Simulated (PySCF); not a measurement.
Species: C5H8O2.
InChI=1S/C5H8O2/c1-3-5(6)4(2)7-3/h3-4H,1-2H3/t3-,4+

Method used: CAM-B3LYP/def2-SVPD in PySCF (dipole) on a GFN2-xTB geometry, gas phase.

Masses are those of the commonest isotopes; rigid-rotor values at the optimised geometry. 

(1) What are A, B and C (cm⁻¹)?

(2) What kind of rotor is it?

(3) What does the inertial defect say?

(4) Give the other two planar moments, Paa and Pbb, and the rms extents of the mass along the axes.

(5) Give the coordinates in the principal-axis frame, origin at the centre of mass.

(6) List the rotational levels J(Ka,Kc) to J = 3 (K).

(7) Predict some low-J microwave lines.

(8) Estimate the classical rotational partition function at 50 K, 298.15 K and 500 K.

Answers

(1) Ia = 143.68, Ib = 192.66, Ic = 266.42 u·Å²; 505379 MHz·u·Å²/I gives 3517, 2623 and 1897 MHz, that is A = 0.11733, B = 0.08750, C = 0.06327 cm⁻¹.

(2) An asymmetric top: κ = (2 × 2623 − 3517 − 1897)/(3517 − 1897) = -0.10.

(3) Not planar: Δ = Ic − Ia − Ib = -69.92 u·Å². For a rigid frame Δ = −2 Σ m c², so Σ m c² = 34.96 u·Å² lies off the ab plane: 11.44 from hydrogen and 23.52 from heavier atoms. The atom farthest from that plane is 1.67 Å away.

(4) Paa = Σ m a² = (Ib + Ic − Ia)/2 = 157.70 and Pbb = Σ m b² = (Ia + Ic − Ib)/2 = 108.72 u·Å². With the mass M = 100.05 u, the rms extents √(P/M) along a, b and c are 1.26, 1.04, 0.59 Å.

(5) The sense of each axis is arbitrary; atoms in the order of the calculation.
```
atom  mass (u)   a (Å)   b (Å)   c (Å)
  C1    12.000   1.985   0.510   0.752
  C2    12.000   1.048   0.256  -0.418
  O3    15.995   0.000   1.228  -0.568
  C4    12.000  -1.048   0.255  -0.418
  C5    12.000  -1.985   0.510   0.751
  C6    12.000   0.000  -0.824  -0.224
  O7    15.995   0.000  -1.993   0.015
  H8     1.008   2.663  -0.332   0.858
  H9     1.008   1.416   0.630   1.670
 H10     1.008   2.556   1.418   0.575
 H11     1.008   1.617   0.146  -1.350
 H12     1.008  -1.617   0.145  -1.349
 H13     1.008  -1.417   0.637   1.669
 H14     1.008  -2.658  -0.337   0.863
 H15     1.008  -2.563   1.412   0.571
```

(6) Above 0(0,0), as E/k:
J = 1: 1(0,1) 0.217, 1(1,1) 0.260, 1(1,0) 0.295
J = 2: 2(0,2) 0.637, 2(1,2) 0.659, 2(1,1) 0.763, 2(2,1) 0.892, 2(2,0) 0.906
J = 3: 3(0,3) 1.241, 3(1,3) 1.250, 3(1,2) 1.455, 3(2,2) 1.543, 3(2,1) 1.603, 3(3,1) 1.852, 3(3,0) 1.856

(7) The dipole components are |μa| = 0.00 D, |μb| = 1.16 D, |μc| = 0.08 D; the mirror of this Cs structure is the bc plane, so μa vanishes by symmetry and there are no a-type lines. Intensities carry the squares of the components, which stand as 1.00 : 0.00 (b : c). Some lines, for components of 0.1 D or more:

```csv
type,branch,"J(Ka,Kc)",MHz,lower level (cm⁻¹)
b,Q,"3(2,1) ← 3(1,2)",3095,1.011
b,Q,"4(3,1) ← 4(2,2)",4639,1.767
b,Q,"3(3,0) ← 3(2,1)",5273,1.114
b,Q,"5(2,3) ← 5(1,4)",5801,2.385
b,Q,"4(4,0) ← 4(3,1)",7960,1.922
b,Q,"4(4,1) ← 4(3,2)",8461,1.905
b,Q,"5(5,1) ← 5(4,2)",10726,2.962
b,R,"3(0,3) ← 2(1,2)",12134,0.458
b,R,"2(2,0) ← 1(1,1)",13473,0.181
b,R,"4(2,2) ← 3(1,3)",26941,0.869
```

(8) Point group Cs, symmetry number σ = 1; q = (√π/σ)·√((kT/h)³/(ABC)), k/h = 20836.6 MHz/K: 14200 at 50 K, 207000 at 298.15 K, 451000 at 500 K.

Whether it is a minimum is left open (no frequencies). No vibrational averaging or centrifugal distortion is included, and the geometry carries the error of its method. A rigid rotor knows nothing of internal rotation, which can split or shift real lines.

Hardware: one thread of an x86-64 server, no GPU, on a shared host. Cost: 41 s wall. This is the CAM-B3LYP/def2-SVPD job that gave the dipole, with the excitations it also computed.
